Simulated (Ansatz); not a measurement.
One change: `BN=C=C` becomes `C=C=[N][AlH2]`.

Ansatz, PBE0-D4/def2-TZVP geometries, multiplicity 1. 

```csv
property,`BN=C=C`
HOMO–LUMO gap (B3LYP/def2-TZVPP) / eV,5.40
size of the dipole moment (PBE/def2-TZVPP) / D,1.33
LUMO energy (PBE/def2-TZVPP) / eV,-2.11
size of the dipole moment (B3LYP/def2-TZVPP) / D,1.19
zero-point energy (PBE0-D4/def2-TZVP) / kJ/mol,146.7
LUMO energy (PBE0/def2-TZVPP) / eV,-1.22
```

Task: Give the same properties after the change, and the shifts. (Estimate.)

Result: Computed: 
| property | `C=C=[N][AlH2]` | shift |
| --- | --- | --- |
| HOMO–LUMO gap (B3LYP/def2-TZVPP) / eV | 4.47 | -0.93 |
| size of the dipole moment (PBE/def2-TZVPP) / D | 0.04 | -1.29 |
| LUMO energy (PBE/def2-TZVPP) / eV | -2.12 | -0.01 |
| size of the dipole moment (B3LYP/def2-TZVPP) / D | 0.23 | -0.96 |
| zero-point energy (PBE0-D4/def2-TZVP) / kJ/mol | 125.4 | -21.3 |
| LUMO energy (PBE0/def2-TZVPP) / eV | -1.39 | -0.17 |

With PBE0 the HOMO rises by 0.77 eV and the LUMO falls by 0.17 eV, so the gap narrows by about 0.94 eV. PBE moves the HOMO by 0.77 eV and ωB97M-V by 0.78 eV. Dipoles are sizes alone; their direction can turn.

B3LYP here is the variant with VWN-RPA as its local correlation; programs differ in this.
